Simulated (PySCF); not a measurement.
(E)-1-bromo-1-fluoroprop-1-ene (C3H4BrF), SMILES C/C=C(\F)Br.

Coordinates come from a B3LYP-D3(BJ)/def2-SVP optimisation.

Computed with PySCF with PBE/def2-TZVP.

Isolated molecule, no solvent.

total energy: -2790.15013 hartree
point group: Cs
highest occupied level: -5.96 eV
lowest empty level: -1.08 eV
orbital gap: 4.87 eV
dipole moment: 0.344 e·Å
quadrupole, principal values (traceless, Buckingham form, about the centre of nuclear charge): -3.06, -2.13, 5.20 D·Å
mean static polarisability: 59.7 bohr³ (8.85 Å³)
polarisability, principal values: 40.9, 51.3, 86.9 bohr³
